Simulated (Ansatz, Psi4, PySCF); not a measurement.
CuF, charge -1, doublet, geometry from GFN2-xTB (such geometries of metal compounds can be far from the true shape) (the multiplicity is a formal guess) (in this run its highest filled SCF level lies above zero, so its values depend strongly on the basis, on diffuse functions most of all). Base run: PySCF with PBE0/def2-TZVP.

Here is a job for PySCF.
```python
from pyscf import gto, scf, dft

mol = gto.Mole()
mol.atom = '''
    Cu   -0.00000000   -0.00000000   -0.36514890
    F     0.00000000    0.00000000    1.17659091
'''
mol.basis = 'def2-tzvp'
mol.charge = -1
mol.spin = 1
mol.verbose = 4
mol.build()

mf = dft.UKS(mol)
mf.xc = 'pbe0'
mf.kernel()
```

The same geometry, method and basis name were run in Ansatz (a first-principles code) and Psi4 and PySCF, at each program's defaults and at the settings that a row names. The base is PySCF at its defaults. Differences at the defaults can come from grids, fitting, cores and function types together.

```
code and settings                                                                             ΔE vs base (mEh)  basis functions       E (Eh)  SCF cycles
--------------------------------------------------------------------------------------------  ----------------  ---------------  -----------  ----------
PySCF, defaults (exact integrals, its default grid, spherical functions)                                 0.000               76  -1740.05516          12
Psi4, defaults (density fitting with its default set, its default grid, spherical functions)             0.016               76  -1740.05515          12
Ansatz, defaults (factorised integrals, its default grid, spherical functions)                           0.002               76  -1740.05516           -
PySCF, density fitting with def2-universal-jkfit                                                        -0.006               76  -1740.05517          12
PySCF, fine grid                                                                                         0.001               76  -1740.05516          12
Psi4, exact integrals, spherical functions, fine grid                                                    0.000               76  -1740.05517          16
Ansatz, high accuracy                                                                                    0.001               76  -1740.05516           -
```

Open shells are given as the SCF converged; they aren't shown to be the lowest states, and a large step between rows can be another state.
